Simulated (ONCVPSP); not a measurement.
**Configuration tests for oxygen (ONCV)**

```
Element                 : oxygen (O)
Generator               : ONCVPSP 4.0.1
Type                    : optimised norm-conserving Vanderbilt (ONCV)
Functional              : PBE
Relativity              : non-relativistic
Frozen core             : [He]
Valence charge          : 6
Reference configuration : 2s1 2p5
Partial waves           : 2s: rc 0.65 bohr, ncon 4, nbas 7, qcut 9.8 1/bohr, local; 2p: rc 1.50 bohr, ncon 3, nbas 7, qcut 9.1 1/bohr, 1 projector
Local potential         : the s channel
Core correction         : Teter function, fcfact 4.25, rcfact 1.5
```

Energies are relative to the spin-unpolarised reference configuration 2s1 2p5; without spin polarisation the order of configurations can differ from experiment.

```csv
valence configuration,charge,ΔE all-electron (eV),error AE − PS (meV)
2s2 2p4,0,-14.896,+6.8
2s2 2p2,+2,35.136,+392
2s2 2p0,+4,165.909,+3238
```

(1) What are ΔE and the potential's error for 2s2 2p3?

Answers

(1) ΔE = 1.543 eV all-electron; the error (AE − PS) is +91 meV.
